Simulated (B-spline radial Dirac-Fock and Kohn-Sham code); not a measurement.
**Auger parameter of copper: the K level and its strongest K-LL line**

The computed values come from an atomic code on a B-spline grid: Dirac-Fock (average of configuration) total-energy differences with a finite nucleus, the Breit interaction including its frequency dependence, and self-energy and vacuum-polarisation corrections. The modified Auger parameter α′ is the binding energy plus the kinetic energy of the Auger electron; it does not depend on the energy zero. For free ions it tends to fall with charge, since less charge screens the final holes.

| species | configuration | binding 1s (eV) | Auger line | kinetic (eV) | α′ (eV) |
| --- | --- | --- | --- | --- | --- |
| Cu | [Ar] 3d10 4s1 | 8986.0 | L2L3 J=2 | 7020.3 | 16006.2 |
| Cu | [Ar] 3d10 4p1 | 8988.2 | L2L3 J=2 | 7018.5 | 16006.8 |
| Cu⁺ | [Ar] 3d10 | 8996.0 | L2L3 J=2 | 7008.5 | 16004.5 |
| Cu⁺ | [Ar] 3d9 4p1 | 9005.8 | L2L3 J=2 | 6994.9 | 16000.7 |
| Cu⁺ (Watson 2.7 Å) | [Ar] 3d10 | 8990.7 | L2L3 J=2 | 7013.8 | 16004.5 |
| Cu²⁺ | [Ar] 3d9 | 9016.1 | L2L3 J=2 | 6982.9 | 15999.0 |
| Cu²⁺ | [Ar] 3d8 4p1 | 9027.3 | L2L3 J=2 | 6967.7 | 15995.1 |
| Cu²⁺ (Watson 1.6 Å) | [Ar] 3d9 | 8998.1 | L2L3 J=2 | 7000.9 | 15999.1 |
| Cu²⁺ (Watson 2.7 Å) | [Ar] 3d9 | 9005.4 | L2L3 J=2 | 6993.6 | 15999.0 |
| Cu³⁺ | [Ar] 3d8 | 9039.6 | L2L3 J=2 | 6954.2 | 15993.8 |
| Cu³⁺ (Watson 2.2 Å) | [Ar] 3d8 | 9020.0 | L2L3 J=2 | 6973.8 | 15993.8 |
| Cu⁴⁺ | [Ar] 3d7 | 9066.3 | L2L3 J=2 | 6922.5 | 15988.8 |
| Cu⁴⁺ (Watson 2.4 Å) | [Ar] 3d7 | 9042.3 | L2L3 J=2 | 6946.5 | 15988.8 |
| Cu⁴⁺ (Watson 2.7 Å) | [Ar] 3d7 | 9044.9 | L2L3 J=2 | 6943.9 | 15988.8 |
| Cu⁵⁺ | [Ar] 3d6 | 9095.8 | L2L3 J=2 | 6888.1 | 15984.0 |
| Cu⁶⁺ | [Ar] 3d5 | 9128.2 | L2L3 J=2 | 6851.1 | 15979.3 |
| Cu⁷⁺ | [Ar] 3d4 | 9163.2 | L2L3 J=2 | 6811.7 | 15974.8 |
